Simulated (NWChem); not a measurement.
CdNH3S; SMILES [NH2][Cd][SH]

```xyz
6

Cd    -0.0033    -0.2832     0.0000
N      0.1190    -2.2856     0.0000
H     -0.2938    -2.7319    -0.8174
H     -0.2938    -2.7319     0.8174
S      0.0740     2.0548     0.0000
H     -1.2721     2.1803     0.0000
```
Atoms are numbered in this order, from 1.

All runs: NWChem. Medium grid unless said otherwise, to which SCAN and Minnesota functionals are sensitive. Coordinates come from a PBE0/def2-SVP optimisation. def2 effective core potentials on Cd; no spin-orbit coupling. Hybrids' shares of exact exchange are those that their runs print; pure functionals count as 0. The functionals differ in more than this share.

```
row                                   share of exact exchange  orbital gap (eV)
------------------------------------  -----------------------  ----------------
PBE/def2-SVP                                             0.00              3.81
LDA (Slater exchange, PW92)/def2-SVP                     0.00              3.78
B3LYP/def2-SVP                                           0.20              5.40
r2SCAN0/def2-SVP                                         0.25              6.28
M06/def2-SVP                                             0.27              5.92
M06-2X/def2-SVP                                          0.54          withheld
```

Problem. Fit a straight line of the last column on the one before it, predict the withheld value, and compare with the run.

Solution. 
1. Means of the 5 shown rows: x = 0.144, y = 5.038. Slope Σ(x − x̄)(y − ȳ)/Σ(x − x̄)² = 0.6210/0.07172 = 8.659; intercept 3.791.
2. The shown rows scatter about the line by 0.181 (root mean square); the largest residual is +0.32, at r2SCAN0/def2-SVP.
3. At x = 0.54 (M06-2X/def2-SVP; beyond the shown range) the line gives 8.47.
4. The run gives 7.88, -0.59 from the line, 3.3 times the scatter.
